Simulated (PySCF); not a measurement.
C₃H₆BNO, SMILES C#CB(OC)N.

Coordinates come from a PBE0-D3(BJ)/def2-SVP optimisation. The structure was generated by enumeration, and PubChem lists no compound with its InChIKey, so it may never have been made. The values are those of a single conformer.

Computed with PySCF with TDDFT-PBE/def2-SVPD.

Vertical excitations. Gas-phase values at a fixed geometry. State labels are in the subgroup Cs.

```
state  symmetry  energy (eV)  λ (nm)      f                            main pairs
-----  --------  -----------  ------  -----  ------------------------------------
S1           A'         5.55     223  0.089                        HOMO→LUMO 94 %
S2           A"         5.74     216  0.000                      HOMO−2→LUMO 99 %
S3           A"         5.93     209  0.003                      HOMO→LUMO+1 98 %
S4           A"         6.09     204  0.013                      HOMO→LUMO+2 99 %
S5           A'         6.15     201  0.062  HOMO−1→LUMO 73 %, HOMO−2→LUMO+1 23 %
S6           A"         6.30     197  0.000                      HOMO−3→LUMO 99 %
S7           A"         6.58     188  0.001                    HOMO−1→LUMO+1 95 %
S8           A"         6.72     185  0.006                    HOMO−1→LUMO+2 95 %
S9           A'         6.74     184  0.032                    HOMO−2→LUMO+2 86 %
S10          A"         6.83     182  0.000                     HOMO→LUMO+3 100 %
T1           A'         4.64     267      0      HOMO→LUMO 70 %, HOMO−1→LUMO 26 %
T2           A'         4.95     251      0      HOMO−1→LUMO 62 %, HOMO→LUMO 29 %
T3           A"         5.23     237      0                      HOMO−2→LUMO 86 %
T4           A'         5.58     222      0                    HOMO−2→LUMO+1 80 %
```
Triplets are in the Tamm–Dancoff approximation, which puts them higher than full response would, so one can lie above its singlet here.
